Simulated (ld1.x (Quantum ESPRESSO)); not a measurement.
Transferability test, TM potential for Ta

```
Element                 : tantalum (Ta)
Generator               : ld1.x (Quantum ESPRESSO) 7.5
Type                    : norm-conserving Troullier–Martins (Kleinman–Bylander form)
Functional              : PBE
Relativity              : scalar-relativistic
Frozen core             : [Xe] 4f14
Valence charge          : 5
Reference configuration : 5d3 6s1.5 6p0 (charge +0.5)
Partial waves           : 6s (bound): rc 2.70 bohr; 5d (bound): rc 1.60 bohr; 6p (bound, empty): rc 3.15 bohr
Local potential         : the p channel
Core correction         : none
```

Energies are relative to the spin-unpolarised reference configuration 5d3 6s1.5 6p0; without spin polarisation the order of configurations can differ from experiment.

```csv
valence configuration,charge,ΔE all-electron (eV),error AE − PS (meV)
5d3 6s2 6p0,0,-3.461,+2.4
5d3 6s0 6p0,+2,19.978,+63
5d2 6s2 6p0,+1,4.220,-5.4
5d4 6s0 6p0,+1,6.440,+4.0
5d3.5 6s1.5 6p0,0,-2.472,-8.2
5d4 6s1 6p0,0,-1.367,-28
```

**Question.** What are ΔE and the potential's error for 5d3 6s1 6p0?

**Answer.** ΔE = 5.006 eV all-electron; the error (AE − PS) is +1.0 meV.

Levels in the configuration 5d4 6s0 6p0:

```
level  all-electron (eV)  pseudo (eV)
   5d             -9.068       -8.967
```
